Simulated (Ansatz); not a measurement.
Total energies of Ge6N4H16, a cluster cut from the lattice of germanium (4 of the caps NH2) from Ansatz at PBE-D4/def2-SVP, gas phase (1 Eh = 27.2114 eV = 2625.5 kJ/mol). The reference geometry is relaxed at r2SCAN-D4/def2-SVP.

Cartesian coordinates in Å:
```
Ge 1.3298 2.1033 1.3100
Ge 0.3518 0.5888 -2.1662
Ge -2.3652 0.7527 0.9478
Ge -0.4974 1.0579 2.5114
Ge -1.7125 -0.2179 -1.1794
Ge 1.9327 0.4040 -0.3236
N 0.7071 -0.7901 -3.3817
N 0.2473 -0.4857 3.1901
N -1.0789 -1.9496 -0.8212
N 1.6389 -1.2446 0.5069
H 2.5006 2.4619 2.2436
H 0.8670 3.3937 0.6038
H 0.1161 -0.7284 -4.2123
H 1.6734 -0.7866 -3.7094
H 0.2869 2.0008 -2.8056
H -3.4383 -0.1784 1.5613
H -3.0750 2.0932 0.6505
H -0.4370 -1.1497 3.5540
H 0.8066 -0.9509 2.4602
H -1.0354 1.8944 3.6938
H -1.7987 -2.5944 -0.4934
H -0.6649 -2.3412 -1.6719
H -2.9062 -0.2323 -2.1788
H 0.7502 -1.6530 0.1718
H 2.3849 -1.9069 0.2920
H 3.4162 0.4589 -0.7535
```

```csv
state,geometry,energy (Eh)
charge 0 singlet,reference,-12686.91034
charge 1 doublet,reference,-12686.64471
charge -1 doublet,reference,-12686.89014
free Ge atom (triplet),–,-2076.34106
free N atom (quartet),–,-54.46658
free H atom (doublet),–,-0.49863
```

**Question.** Work out the vertical ionisation energy to the doublet.

**Answer.** E(charge 1 doublet) − E(charge 0 singlet) = -12686.64471 − (-12686.91034) = 0.26563 Eh = 7.23 eV. For comparison, −ε of the highest occupied level is 5.03 eV at this level, 2.20 eV less.

**Question.** Work out the vertical electron affinity, to the doublet.

**Answer.** E(charge 0 singlet) − E(charge -1 doublet) = -12686.91034 − (-12686.89014) = -0.02020 Eh = -0.55 eV; negative, so the extra electron isn't bound. The basis lacks diffuse functions, which makes affinities too small.

**Question.** Give the fundamental gap IE − EA, the Mulliken electronegativity (IE + EA)/2 and the hardness (IE − EA)/2.

**Answer.** From the values in Eh: IE − EA = 0.26563 − (-0.02020) = 0.28583 Eh = 7.78 eV; (IE + EA)/2 = 3.34 eV; (IE − EA)/2 = 3.89 eV. The HOMO–LUMO gap of the same run is 3.84 eV, 3.94 eV smaller than the fundamental gap.

**Question.** What is the binding energy per atom against free atoms?

**Answer.** Atoms: 6 × (-2076.34106) + 4 × (-54.46658) + 16 × (-0.49863) = -12683.89076 Eh. Binding: -12683.89076 − (-12686.91034) = 3.01958 Eh = 82.17 eV, or 3.16 eV for each of 26 atoms (no zero-point energy, no counterpoise term).

At PBE-D4/def2-SVP the highest occupied level of the charge -1 doublet lies above zero (up to 2.38 eV). By energy differences it is unbound by 0.55 eV (vertical, against the charge 0 singlet, at PBE-D4/def2-SVP) and held by the finite basis.
